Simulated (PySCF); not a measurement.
SF₆, singlet: data card

Level of theory: B3LYP/[S def2-SVP, F def2-SVP], no relativity, density fitting, PySCF.

The structure is a minimum.

```xyz
7
charge 0 multiplicity 1, angstrom
S     0.0000    0.0000    0.0000
F     0.0000    0.0000    1.5929
F     0.0000    0.0000   -1.5929
F     1.5929    0.0000    0.0000
F     0.0000    1.5929    0.0000
F    -1.5929    0.0000    0.0000
F     0.0000   -1.5929    0.0000
```

| Property | Result |
| --- | --- |
| Point group | Oh |
| Bond lengths | S–F 1.593 Å (×6) |
| Bond angles | F–S–F 90.0° (×12), F–S–F 180.0° (×3) |
| Principal polarisabilities | 21.3, 21.3, 21.3 bohr³ |
| Enthalpy at 298.15 K above 0 K | 17.21 kJ/mol |
| Lowest empty level | -2.36 eV |
| Heat capacity Cp at 298.15 K | 97.8 J/(mol K) |
| Principal quadrupole moments (Buckingham, traceless) about the centre of mass | 0.00, 0.00, 0.00 D Å |
| Entropy at 298.15 K and 1 bar | 293.8 J/(mol K) |
| Rotational constants | 0.08743, 0.08743, 0.08743 cm⁻¹ |
| Dipole moment | 0.00 D |
| Highest occupied level | -11.91 eV |
| Zero-point energy | 55.9 kJ/mol |
| Rotational symmetry number | 24 |
| Atomisation energy without zero-point energy | 1814 kJ/mol |

Harmonic modes (masses in u: S 31.972, F 18.998):
```json
{"symmetry": "t2u", "ω (cm⁻¹)": "334", "IR (km/mol, summed over degenerate members)": "0.0", "μ (u)": "19.00"}
{"symmetry": "t2g", "ω (cm⁻¹)": "493", "IR (km/mol, summed over degenerate members)": "0.0", "μ (u)": "19.00"}
{"symmetry": "t1u", "ω (cm⁻¹)": "589", "IR (km/mol, summed over degenerate members)": "102", "μ (u)": "20.15"}
{"symmetry": "eg", "ω (cm⁻¹)": "665", "IR (km/mol, summed over degenerate members)": "0.0", "μ (u)": "19.00"}
{"symmetry": "a1g", "ω (cm⁻¹)": "754", "IR (km/mol, summed over degenerate members)": "0.0", "μ (u)": "19.00"}
{"symmetry": "t1u", "ω (cm⁻¹)": "1007", "IR (km/mol, summed over degenerate members)": "1272", "μ (u)": "25.66"}
```

In Oh the vibrations span t2u + t2g + 2t1u + eg + a1g. The a1g, eg, t2g, t2u modes carry no infrared intensity, as symmetry demands. With a centre of inversion only u modes can be infrared active and only g modes Raman active.

Charges (e):
```tsv
atom	Mulliken	Löwdin	polar tensor	Mayer order to S1
S1	1.71	1.37	3.38	–
F2,3,4,5,6,7	-0.28	-0.23	-0.56	0.96
```

Mulliken populations on S1: s 5.20, p 8.16, d 0.93.

Outer orbital energies (eV). occupied: -13.02, -13.02, -12.92, -12.92, -12.92, -11.91, -11.91, -11.91; empty: -2.36, 2.72, 2.72, 2.72.

Counting electrons, sulfur keeps none of its valence electrons outside its bonds, so the VSEPR class is AX6 and the expected shape is octahedral (Oh), as computed.

The final relaxation and frequency run took about 70 core-seconds on a shared host.
